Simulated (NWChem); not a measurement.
System: PbN$_{2}$H$_{4}$, singlet; SMILES [NH2][Pb][NH2]

Parts of the log:

```
             Northwest Computational Chemistry Package (NWChem) 7.3.0
             --------------------------------------------------------

 C2  symmetry detected

                             Geometry "geometry" -> ""
                             -------------------------

 Output coordinates in angstroms (scale by  1.889725989 to convert to a.u.)

  No.       Tag          Charge          X              Y              Z
 ---- ---------------- ---------- -------------- -------------- --------------
    1 Pb                  82.0000     0.00000000     0.00000000     0.28068607
    2 N                    7.0000    -1.55194137    -0.02646978    -1.19383693
    3 H                    1.0000    -2.52158098     0.16713564    -0.96259043
    4 H                    1.0000    -1.39414265     0.10711063    -2.18867993
    5 N                    7.0000     1.55194137     0.02646978    -1.19383693
    6 H                    1.0000     1.39414265    -0.10711063    -2.18867993
    7 H                    1.0000     2.52158098    -0.16713564    -0.96259043

 Effective nuclear repulsion energy (a.u.)     373.4762112692

      Symmetry information
      --------------------

 Group name             C2
 Group number              4
 Group order               2
 No. of unique centers     4

 Summary of "ao basis" -> "ao basis" (spherical)
 ------------------------------------------------------------------------------
       Tag                 Description            Shells   Functions and Types
 ---------------- ------------------------------  ------  ---------------------
 Pb                        def2-tzvp                16       50   6s5p3d2f
 N                         def2-tzvp                11       31   5s3p2d1f
 H                         def2-tzvp                 4        6   3s1p

      Symmetry analysis of basis
      --------------------------

        a          69
        b          67

            General Information
            -------------------
          SCF calculation type: DFT
          Wavefunction type:  closed shell.
          No. of atoms     :     7
          No. of electrons :    40
           Alpha electrons :    20
            Beta electrons :    20
          Charge           :     0
          Spin multiplicity:     1
          Use of symmetry is: on ; symmetry adaption is: on
          Maximum number of iterations: 150
          AO basis - number of functions:   136
                     number of shells:    54
          Convergence on energy requested:  1.00D-06
          Convergence on density requested:  1.00D-05
          Convergence on gradient requested:  5.00D-04

              XC Information
              --------------
          PerdewBurkeErnzerhof Exchange Functional  1.000
            Perdew 1991 LDA Correlation Functional  1.000 local
           PerdewBurkeErnz. Correlation Functional  1.000 non-local

             Grid Information
             ----------------
          Grid used for XC integration:  medium
          Radial quadrature: Mura-Knowles
          Angular quadrature: Lebedev.
          Tag              B.-S. Rad. Rad. Pts. Rad. Cut. Ang. Pts.
          ---              ---------- --------- --------- ---------
          Pb                  1.80      123          10.0       590
          N                   0.65       49          11.0       434
          H                   0.35       45          13.0       434
          Grid pruning is: on
          Number of quadrature shells:   262
          Spatial weights used:  Erf1

      Superposition of Atomic Density Guess
      -------------------------------------

 Sum of atomic energies:        -329.98296329

      Non-variational initial energy
      ------------------------------

 Total energy =    -303.151599
 1-e energy   =    -725.509797
 2-e energy   =     301.433696
 HOMO         =      -0.301650
 LUMO         =      -0.033063

      Symmetry analysis of molecular orbitals - initial
      -------------------------------------------------

  Numbering of irreducible representations:

     1 a           2 b

  Orbital symmetries:

     1 a           2 b           3 a           4 b           5 a
     6 b           7 a           8 b           9 a          10 b
    11 a          12 b          13 a          14 a          15 a
    16 b          17 b          18 b          19 a          20 a
    21 b          22 b          23 a          24 a          25 a
    26 b          27 b          28 b          29 a          30 b

     ---------------------------------------------
      Total Density - Mulliken Population Analysis
     ---------------------------------------------

    Atom       Charge   Shell Charges
 -----------   ------   -------------------------------------------------------
    1 Pb  22    20.80   0.07 -0.59  1.78  0.76  1.05  0.90 -0.62  6.55  0.38  0.32  0.11  9.09  0.89  0.06  0.04  0.00
    2 N    7     8.21   0.82  1.16  0.59  0.85  0.20  1.64  1.94  1.00  0.00  0.01  0.00
    3 H    1     0.69   0.22  0.35  0.09  0.04
    4 H    1     0.70   0.22  0.35  0.09  0.04
    5 N    7     8.21   0.82  1.16  0.59  0.85  0.20  1.64  1.94  1.00  0.00  0.01  0.00
    6 H    1     0.70   0.22  0.35  0.09  0.04
    7 H    1     0.69   0.22  0.35  0.09  0.04

[...]
```

Level: PBE/def2-TZVP with def2 effective core potentials on Pb. Low-valent species are run as closed-shell singlets; no triplet was tried in these runs. Coordinates come from a PBE0/def2-SVP optimisation. def2 effective core potentials on Pb; no spin-orbit coupling.

Reconstruct the input file.

One answer among several that fit: the input that was run:
```
start job
memory heap 200 mb stack 900 mb global 1100 mb
geometry units angstroms noautoz
  Pb    -0.000002    -0.000005     0.278835
  N     -1.551816     0.032606    -1.195681
  H     -2.513411     0.262867    -0.964445
  H     -1.389061     0.160035    -2.190530
  N      1.551835    -0.032518    -1.195695
  H      1.389062    -0.160056    -2.190532
  H      2.513393    -0.262929    -0.964438
end
basis spherical
  Pb library def2-tzvp
  N library def2-tzvp
  H library def2-tzvp
end
ecp
  Pb library def2-ecp
end
dft
  xc xpbe96 cpbe96
  iterations 150
  mulliken
end
task dft energy
```
